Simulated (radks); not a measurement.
Q: Species: Ir2+. Configuration: [Xe] 4f14 5d7 (the NIST ground configuration). Method: Dirac Kohn-Sham, PBEsol, spin-unpolarised, spherical densities, point nucleus; open shells are shared between the two j in proportion to 2j + 1; computed with a radial shooting solver on a logarithmic mesh with Libxc functionals. Some entries of the table are withheld. Estimate them.

orbital  occ.  eigenvalue (eV)  <r^2> (bohr^2)  r(max) (bohr)
1s1/2       2              (1)       0.0004195        0.01082
2s1/2       2        -13301.72             (2)        0.06251
2p1/2       2        -12742.42        0.004518            (3)
2p3/2       4        -11115.51        0.005711            (4)
3s1/2       2        -3124.201         0.04140         0.1759
3p1/2       2        -2873.820         0.03785         0.1644
3p3/2       4        -2517.633         0.04434         0.1790
3d3/2       4        -2099.788         0.03414         0.1397
3d5/2       6        -2022.805         0.03591         0.1437
4s1/2       2        -680.0164          0.2025         0.3977
4p1/2       2        -574.4511          0.2075         0.3965
4p3/2       4        -490.1130          0.2413         0.4269
4d3/2       4              (5)          0.2580         0.4212
4d5/2       6              (6)          0.2703         0.4306
5s1/2       2        -115.4712           1.076         0.8915
5p1/2       2              (7)           1.282         0.9471
4f5/2       6         -81.4539          0.3462         0.3925
4f7/2       8         -78.3335          0.3565         0.3972
5p3/2       4              (8)           1.532          1.028
5d3/2     2.8         -25.2352           2.963          1.273
5d5/2     4.2         -23.9127           3.173          1.312
6s1/2       0         -21.4716           7.274          2.250
6p1/2       0         -14.9853           10.45          2.650
6p3/2       0         -13.5706           12.27          2.897

A: 
(1) 1s1/2 eigenvalue (eV): -76011.79
(2) 2s1/2 <r^2> (bohr^2): 0.006361
(3) 2p1/2 r(max) (bohr): 0.04621
(4) 2p3/2 r(max) (bohr): 0.05337
(5) 4d3/2 eigenvalue (eV): -317.1513
(6) 4d5/2 eigenvalue (eV): -301.4978
(7) 5p1/2 eigenvalue (eV): -82.3165
(8) 5p3/2 eigenvalue (eV): -68.6940
